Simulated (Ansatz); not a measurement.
Computed with Ansatz on PBE0-D4/def2-TZVP structures; ΔE is electronic, products minus reactants. CCSD(T)/CBS is the MP2 limit (def2-TZVPP, def2-QZVPP) plus CCSD(T) − MP2 in def2-TZVPP, frozen cores. For Se outer-core shells are correlated without core-valence functions, which leaves a few kJ/mol of doubt a bond. Scalar relativity is left out up to krypton. Each species was taken in one conformer, which may not be the lowest.

Consider the substitution at a C–Si bond: `C[SiH](N)[SiH2]N` + `FC(F)(F)[SeH]` → `C[Se]C(F)(F)F` + `N[SiH2][SiH2]N`.

`C[SiH](N)[SiH2]N`:

Cartesian coordinates in Å:
```
C -1.823 1.246 -0.168
Si -0.055 0.773 -0.556
N -0.060 -0.518 -1.712
Si 1.092 -0.147 1.280
N 1.331 -1.813 0.870
H -1.850 2.054 0.568
H -2.339 1.597 -1.065
H -2.377 0.395 0.235
H 0.636 2.021 -1.020
H 0.789 -1.053 -1.816
H -0.508 -0.389 -2.607
H 0.328 0.097 2.547
H 2.435 0.460 1.499
H 0.555 -2.306 0.454
H 1.845 -2.418 1.491
```

`FC(F)(F)[SeH]`:

```xyz
6

F    -0.588   -1.300   -0.954
C    -0.081   -0.475   -0.041
F     1.163   -0.864    0.227
F    -0.787   -0.608    1.079
Se   -0.157    1.346   -0.763
H     0.449    1.902    0.453
```

`C[Se]C(F)(F)F`:

Cartesian coordinates in Å:
```
C -0.876 0.690 -0.960
Se -1.028 0.037 0.862
C 0.793 -0.660 0.961
F 1.030 -1.606 0.048
F 0.981 -1.195 2.166
F 1.716 0.288 0.780
H -1.841 1.137 -1.196
H -0.680 -0.137 -1.639
H -0.097 1.446 -1.023
```

`N[SiH2][SiH2]N`:

Cartesian coordinates in Å:
```
N -1.851 -0.030 -0.147
Si -0.689 -0.951 0.743
Si 1.375 0.035 0.203
N 0.993 1.178 -1.037
H -1.748 0.973 -0.152
H -2.825 -0.290 -0.131
H -0.885 -0.989 2.227
H -0.783 -2.366 0.285
H 2.382 -1.011 -0.163
H 1.966 0.785 1.346
H 0.358 0.885 -1.765
H 1.709 1.783 -1.409
```

| level | ΔE (kJ/mol) |
| --- | --- |
| HF/def2-TZVPP | 32.4 |
| CCSD/def2-TZVPP | 35.6 |
| MP2/def2-QZVPP | 35.6 |
| SCS-MP2/def2-QZVPP | 33.0 |

Task: What does CCSD(T)/CBS give? (An estimate is asked.)

Result: Computed: +36.1 kJ/mol. The listed levels differ from it by -3.7, -0.5, -0.5, -3.1 kJ/mol.

Largest T1 diagnostic among the species: 0.011.
